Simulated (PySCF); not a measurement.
# Steps of a relaxation of [Ce(H2O)7]4+

[Ce(H2O)7]4+ (singlet). PySCF 2.14.0, RKS B3LYP, Ce lcecp-2-SVP with ECP46, O def2-SVP, H def2-SVP; non-relativistic Hamiltonian with scalar-relativistic core potentials where named; density fitting; no spin-orbit coupling. Origin of the start: template. Columns: position (Å) and force (eV/Å). Energies are counted from the last step; some of the 7 steps are shown. Forces carry noise of the integration grid, about 0.01 to 0.03 eV/Å.

Run from Python with OMP_NUM_THREADS=4. Where DIIS fails, smearing, a level shift and second-order steps follow.
It took 3.9 min on 4 threads of Intel(R) Xeon(R) Platinum 8259CL CPU @ 2.50GHz (Skylake/Cascade Lake), on a shared host, from the converged density of the start.

```xyz
22
step 0  E = 0.160 eV
Ce    0.0000    0.0000    0.0000     0.00    0.00    0.00
O     0.0000    0.0000    2.4275     0.00    0.00   -1.88
H     0.7700    0.0000    3.0175     0.64    0.00    0.71
H    -0.7700    0.0000    3.0175    -0.64    0.00    0.71
O     0.0000    0.0000   -2.4275     0.00    0.00    1.88
H     0.7700    0.0000   -3.0175     0.64    0.00   -0.71
H    -0.7700    0.0000   -3.0175    -0.64    0.00   -0.71
O     2.4275    0.0000    0.0000    -1.27    0.00    0.00
H     3.0175    0.0000    0.7700     0.62    0.00    0.49
H     3.0175    0.0000   -0.7700     0.62    0.00   -0.49
O     0.7501    2.3087    0.0000    -0.36   -1.19    0.00
H     0.9325    2.8698    0.7700     0.15    0.53    0.55
H     0.9325    2.8698   -0.7700     0.15    0.53   -0.55
O    -1.9639    1.4268    0.0000     0.99   -0.78    0.00
H    -2.4412    1.7736    0.7700    -0.45    0.37    0.51
H    -2.4412    1.7736   -0.7700    -0.45    0.37   -0.51
O    -1.9639   -1.4268    0.0000     0.99    0.78    0.00
H    -2.4412   -1.7736    0.7700    -0.45   -0.37    0.51
H    -2.4412   -1.7736   -0.7700    -0.45   -0.37   -0.51
O     0.7501   -2.3087    0.0000    -0.36    1.19    0.00
H     0.9325   -2.8698    0.7700     0.15   -0.53    0.55
H     0.9325   -2.8698   -0.7700     0.15   -0.53   -0.55
```

```xyz
22
step 2  E = 0.005 eV
Ce   -0.0001    0.0000    0.0000     0.00    0.00    0.00
O    -0.0005    0.0000    2.3886     0.00    0.00   -0.11
H     0.7722    0.0000    3.0125    -0.06    0.00   -0.04
H    -0.7736    0.0000    3.0122     0.06    0.00   -0.04
O    -0.0005    0.0000   -2.3886     0.00    0.00    0.11
H     0.7722    0.0000   -3.0125    -0.06    0.00    0.04
H    -0.7736    0.0000   -3.0122     0.06    0.00    0.04
O     2.4175    0.0000    0.0000     0.02    0.00    0.00
H     3.0348    0.0000    0.7705     0.01    0.00   -0.04
H     3.0348    0.0000   -0.7705     0.01    0.00    0.04
O     0.7470    2.2935    0.0000    -0.01    0.01    0.00
H     0.9236    2.8791    0.7752    -0.01   -0.02   -0.05
H     0.9236    2.8791   -0.7752    -0.01   -0.02    0.05
O    -1.9566    1.4168    0.0000     0.00    0.03    0.00
H    -2.4395    1.7980    0.7724     0.01    0.00   -0.05
H    -2.4395    1.7980   -0.7724     0.01    0.00    0.05
O    -1.9566   -1.4168    0.0000     0.00   -0.03    0.00
H    -2.4395   -1.7980    0.7724     0.01    0.00   -0.05
H    -2.4395   -1.7980   -0.7724     0.01    0.00    0.05
O     0.7470   -2.2935    0.0000    -0.01   -0.01    0.00
H     0.9236   -2.8791    0.7752    -0.01    0.02   -0.05
H     0.9236   -2.8791   -0.7752    -0.01    0.02    0.05
```

```xyz
22
step 4  E = 0.000 eV
Ce   -0.0001    0.0000    0.0000     0.00    0.00    0.00
O    -0.0013    0.0000    2.3702     0.00    0.00    0.02
H     0.7683    0.0000    2.9966     0.01    0.00   -0.02
H    -0.7717    0.0000    2.9956    -0.01    0.00   -0.02
O    -0.0013    0.0000   -2.3702     0.00    0.00   -0.02
H     0.7683    0.0000   -2.9966     0.01    0.00    0.02
H    -0.7717    0.0000   -2.9956    -0.01    0.00    0.02
O     2.4198    0.0000    0.0000     0.04    0.00    0.00
H     3.0401    0.0000    0.7674    -0.01    0.00    0.01
H     3.0401    0.0000   -0.7674    -0.01    0.00   -0.01
O     0.7433    2.2916    0.0000     0.00    0.02    0.00
H     0.9202    2.8788    0.7728     0.00   -0.01    0.01
H     0.9202    2.8788   -0.7728     0.00   -0.01   -0.01
O    -1.9535    1.4216    0.0000    -0.02    0.02    0.00
H    -2.4376    1.8047    0.7696     0.01    0.00    0.01
H    -2.4376    1.8047   -0.7696     0.01    0.00   -0.01
O    -1.9535   -1.4216    0.0000    -0.02   -0.02    0.00
H    -2.4376   -1.8047    0.7696     0.01    0.00    0.01
H    -2.4376   -1.8047   -0.7696     0.01    0.00   -0.01
O     0.7433   -2.2916    0.0000     0.00   -0.02    0.00
H     0.9202   -2.8788    0.7728     0.00    0.01    0.01
H     0.9202   -2.8788   -0.7728     0.00    0.01   -0.01
```

Task: Where does the relaxation end?

Result: It converges at step 6 in C2v:
```xyz
22
step 6  E = 0
Ce    0.0000    0.0000    0.0000
O    -0.0020    0.0000    2.3674
H     0.7687    0.0000    2.9922
H    -0.7740    0.0000    2.9906
O    -0.0020    0.0000   -2.3674
H     0.7687    0.0000   -2.9922
H    -0.7740    0.0000   -2.9906
O     2.4222    0.0000    0.0000
H     3.0415    0.0000    0.7681
H     3.0415    0.0000   -0.7681
O     0.7430    2.2920    0.0000
H     0.9192    2.8784    0.7734
H     0.9192    2.8784   -0.7734
O    -1.9537    1.4235    0.0000
H    -2.4365    1.8068    0.7703
H    -2.4365    1.8068   -0.7703
O    -1.9537   -1.4235    0.0000
H    -2.4365   -1.8068    0.7703
H    -2.4365   -1.8068   -0.7703
O     0.7430   -2.2920    0.0000
H     0.9192   -2.8784    0.7734
H     0.9192   -2.8784   -0.7734
```

Task: How did the contacts change?

Result: 
| contact | start (Å) | end (Å) |
| --- | --- | --- |
| Ce1–O2 (H2O) | 2.428 | 2.367 |
| Ce1–O5 (H2O) | 2.428 | 2.367 |
| Ce1–O8 (H2O) | 2.427 | 2.422 |
| Ce1–O11 (H2O) | 2.427 | 2.409 |
| Ce1–O14 (H2O) | 2.427 | 2.417 |
| Ce1–O17 (H2O) | 2.427 | 2.417 |
| Ce1–O20 (H2O) | 2.427 | 2.409 |


No frequency check is given that shows the relaxed geometry to be a minimum.
